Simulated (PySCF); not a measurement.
# Working out the ionisation energy of Pt⁺

Pt⁺ [Xe] 4f14 5d9 (2D) → Pt²⁺ [Xe] 4f14 5d8 (3F). All numbers are calculated (PySCF 2.14, scalar relativity through the core potential, in def2-QZVPPD with the def2 core potential (60 electrons)). Frozen: 5s2 5p6. Energies in hartree (1 hartree = 27.21139 eV):

| part | Pt⁺ (lower) | Pt²⁺ (upper) |
| --- | --- | --- |
| UHF | -118.121887 | -117.500111 |
| CCSD correlation | -0.261429 | -0.202741 |
| (T) | -0.011468 | -0.006395 |

Question: What does Hartree-Fock give?

Answer: (-117.500111) − (-118.121887) = 0.621776 hartree = 16.919 eV.

Question: What do CCSD and CCSD(T) give?

Answer: The CCSD correlation energies differ by 0.058688 hartree = 1.597 eV and the triples by 0.005073 hartree = 0.138 eV, so CCSD gives 18.516 eV and CCSD(T) 18.654 eV.

Reference: 18.56 ± 0.12 eV (measured; NIST Atomic Spectra Database, ionization energies), between the lowest levels; spin-orbit coupling is absent from the calculation.

What remains against the reference includes basis incompleteness, the frozen core and higher excitations.
